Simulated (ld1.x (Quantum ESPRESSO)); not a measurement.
**Pseudopotential generation for Hg: PAW, BP86, scalar-relativistic.**

Input for ld1.x (Quantum ESPRESSO) 7.5:

```
&input
   title='Hg', zed=80., rel=1, dft='BP', iswitch=3,
   config='[Xe] 4f14 5d10 6s1 6p0',
   nld=3, rlderiv=3.10, eminld=-3.0, emaxld=5.0, deld=0.02
 /
 &inputp
   pseudotype=3, lpaw=.true., tm=.true., lloc=-1, rcloc=2.05,
   nlcc=.true., new_core_ps=.true., rcore=1.35,
   which_augfun='PSQ', rmatch_augfun_nc=.true.,
   file_pseudopw='Hg.UPF', file_wfcaegen='ae.wfc', file_wfcncgen='nc.wfc', file_beta='beta', file_chi='chi', file_wfcusgen='us.wfc'
 /
6
6S  1  0   1.00   0.00  1.95  2.10  0.0
6S  1  0   0.00   1.10  1.95  2.10  0.0
6P  2  1   0.00   0.00  2.30  2.85  0.0
6P  2  1   0.00  -0.20  2.30  2.85  0.0
5D  3  2  10.00   0.00  1.10  1.35  0.0
5D  3  2   0.00  -0.35  1.10  1.35  0.0
 &test
   configts(1)='5d10 6s1 6p0'
 /
```

Command:

```bash
ld1.x < Hg.in > Hg.out
```

Resulting log (shortened: banner, matrices, multipoles, cross overlaps and the repeated all-electron block are left out):

```
Program LD1 v.7.5
     --------------------------- All-electron run ----------------------------

     Hg
     scalar relativistic calculation

     atomic number is 80.00
     dft =BP   lsd =0 sic =0 latt =0  beta=0.20 tr2=1.0E-14
     Exchange-correlation= BP
                           (   1   1   1   1   0   0   0)
     mesh =1279 r(mesh) =  98.78773 a.u. xmin = -7.00 dx = 0.01250
     1 Ry =  13.60569312 eV, c = 137.03599908

     n l     nl                  e(Ry)          e(Ha)          e(eV)
     1 0     1S 1( 2.00)     -6115.6177     -3057.8088    -83207.2173
     2 0     2S 1( 2.00)     -1084.3989      -542.1995    -14753.9990
     2 1     2P 1( 6.00)      -935.0385      -467.5193    -12721.8475
     3 0     3S 1( 2.00)      -257.8521      -128.9260     -3508.2563
     3 1     3P 1( 6.00)      -214.7071      -107.3535     -2921.2385
     4 0     4S 1( 2.00)       -57.2199       -28.6100      -778.5164
     4 1     4P 1( 6.00)       -43.0779       -21.5390      -586.1049
     3 2     3D 1(10.00)      -169.3504       -84.6752     -2304.1294
     5 0     5S 1( 2.00)        -9.3682        -4.6841      -127.4609
     5 1     5P 1( 6.00)        -5.5694        -2.7847       -75.7756
     4 2     4D 1(10.00)       -26.3102       -13.1551      -357.9684
     4 3     4F 1(14.00)        -7.7268        -3.8634      -105.1286
     5 2     5D 1(10.00)        -1.3943        -0.6971       -18.9700
     6 0     6S 1( 1.00)        -1.0946        -0.5473       -14.8934
     6 1     6P 1( 0.00)        -0.5497        -0.2749        -7.4793

     final scf error:  4.0E-15 reached in  28 iterations

     Etot =  -39249.125562 Ry,  -19624.562781 Ha, -534011.557737 eV

     Ekin =   44073.464427 Ry,   22036.732213 Ha,  599650.031861 eV
     Encl =  -97736.580143 Ry,  -48868.290071 Ha,-1329773.916315 eV
     Eh   =   15158.615651 Ry,    7579.307826 Ha,  206243.472717 eV
     Exc  =    -744.625497 Ry,    -372.312748 Ha,  -10131.146000 eV

     normalization and overlap integrals

     s(1S/1S) =  1.000000  <r> =   0.0166  <r2> =    0.0004  r(max) =   0.0102
     s(2S/2S) =  1.000000  <r> =   0.0699  <r2> =    0.0058  r(max) =   0.0589
     s(2P/2P) =  1.000000  <r> =   0.0633  <r2> =    0.0049  r(max) =   0.0488
     s(3S/3S) =  1.000000  <r> =   0.1806  <r2> =    0.0373  r(max) =   0.1662
     s(3P/3P) =  1.000000  <r> =   0.1821  <r2> =    0.0385  r(max) =   0.1662
     s(4S/4S) =  1.000000  <r> =   0.3992  <r2> =    0.1798  r(max) =   0.3746
     s(4P/4P) =  1.000000  <r> =   0.4254  <r2> =    0.2057  r(max) =   0.3938
     s(3D/3D) =  1.000000  <r> =   0.1650  <r2> =    0.0319  r(max) =   0.1361
     s(5S/5S) =  1.000000  <r> =   0.9013  <r2> =    0.9112  r(max) =   0.8232
     s(5P/5P) =  1.000000  <r> =   1.0394  <r2> =    1.2216  r(max) =   0.9328
     s(4D/4D) =  1.000000  <r> =   0.4489  <r2> =    0.2327  r(max) =   0.4037
     s(4F/4F) =  1.000000  <r> =   0.4825  <r2> =    0.2810  r(max) =   0.3653
     s(5D/5D) =  1.000000  <r> =   1.4715  <r2> =    2.5578  r(max) =   1.1682
     s(6S/6S) =  1.000000  <r> =   2.4947  <r2> =    7.0404  r(max) =   2.1286
     s(6P/6P) =  1.000000  <r> =   3.3981  <r2> =   13.2184  r(max) =   2.8376

     ------------------------ End of All-electron run ------------------------

     --------------------- Generating PAW atomic setup --------------------

      Generating local potential from pseudized AE potential:
      Matching radius rcloc =   2.0500

      Local pseudo, rcloc= 2.050 Estimated cut-off energy=     5.76 Ry

      Computing core charge for nlcc:

       r > 1.36 : true rho core
      Core charge pseudized with two Bessel functions
      Integrated core pseudo-charge :  14.53
      Wfc-us  6S rcutus= 2.102  Estimated cut-off energy=     9.97 Ry
      Wfc-us  6S rcutus= 2.102  Estimated cut-off energy=    13.55 Ry
      Wfc-us  6P rcutus= 2.838  Estimated cut-off energy=     9.30 Ry
      Wfc-us  6P rcutus= 2.838  Estimated cut-off energy=     9.88 Ry
      Wfc-us  5D rcutus= 1.340  Estimated cut-off energy=    62.94 Ry
      Wfc-us  5D rcutus= 1.340  Estimated cut-off energy=    65.34 Ry

     Required augmentation: PSQ   radius:    2.850000

     Q pseudized with Bessel functions
     Expected ecutrho=     327.6794 due to l1=  2   l2=  2

     Estimated PAW energy = -808.627262 Ryd

     ------------------- End of pseudopotential generation -------------------

     Computing logarithmic derivative in   3.11660
     Computing logarithmic derivative in   3.11660
     Computing the partial wave expansion
     R is outside the sphere for l=    0 j= 0.00
     R is outside the sphere for l=    0 j= 0.00
     R is outside the sphere for l=    1 j= 0.00
     R is outside the sphere for l=    1 j= 0.00
     R is outside the sphere for l=    2 j= 0.00
     R is outside the sphere for l=    2 j= 0.00

     ---------------------- Testing the pseudopotential ----------------------

     Hg
     scalar relativistic calculation

     atomic number is 80.00   valence charge is 12.00
     dft = SLA  PZ   B88  P86   lsd =0 sic =0 latt =0  beta=0.20 tr2=1.0E-14
     mesh =1279 r(mesh) =  98.78773 xmin = -7.00 dx = 0.01250

     n l     nl             e AE (Ry)        e PS (Ry)    De AE-PS (Ry)
     3 2     5D   1(10.00)       -1.39427       -1.39428        0.00001
     1 0     6S   1( 1.00)       -1.09465       -1.09465        0.00000
     2 1     6P   1( 0.00)       -0.54972       -0.54972        0.00000

     eps = 4.1E-16  iter =  4

     Etot =  -39249.125562 Ry,  -19624.562781 Ha, -534011.557737 eV
     Etotps =  -808.627285 Ry,    -404.313642 Ha,  -11001.934685 eV

     Ekin =     191.727645 Ry,      95.863822 Ha,    2608.587499 eV
     Encl =    -326.336031 Ry,    -163.168016 Ha,   -4440.027896 eV
     Ehrt =      70.606585 Ry,      35.303293 Ha,     960.651528 eV
     Ecxc =    -744.625483 Ry,    -372.312742 Ha,  -10131.145817 eV
     (Ecc =     -28.982633 Ry,     -14.491316 Ha,    -394.328805 eV)

     ---------------------- End of pseudopotential test ----------------------
```

Generation and configuration tests took about 2.4 s on one core of a shared server CPU.
